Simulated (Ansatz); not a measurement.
H3SSb (`[SH][SbH2]`) at its PBE0-D4/def2-TZVP geometry, where that method's forces vanish. The species carries charge 0 and has multiplicity 1. Sb: def2 effective core potential.

```csv
atom,x (Å),y (Å),z (Å)
S1,0.659,-0.530,1.249
Sb2,-0.089,0.422,-0.854
H3,1.947,-0.249,1.002
H4,-1.107,-0.896,-1.243
H5,-1.410,1.254,-0.154
```

Task: For each bond, give half the difference of the two atoms' forces along it (eV/Å; positive pushes the atoms apart) under PBE-D4, r2SCAN-D4, B3LYP-D4, ωB97M-V in def2-TZVPP. (An estimate is asked.)

Result: Computed: 
| bond | length (Å) | PBE-D4 | r2SCAN-D4 | B3LYP-D4 | ωB97M-V |
| --- | --- | --- | --- | --- | --- |
| S1–Sb2 | 2.426 | 0.29 | 0.11 | 0.32 | -0.05 |
| S1–H3 | 1.342 | 0.26 | 0.00 | -0.03 | -0.10 |
| Sb2–H4 | 1.710 | 0.25 | 0.04 | 0.07 | -0.16 |
| Sb2–H5 | 1.710 | 0.25 | 0.03 | 0.07 | -0.16 |

B3LYP here is the variant with VWN-RPA as its local correlation; programs differ in this.
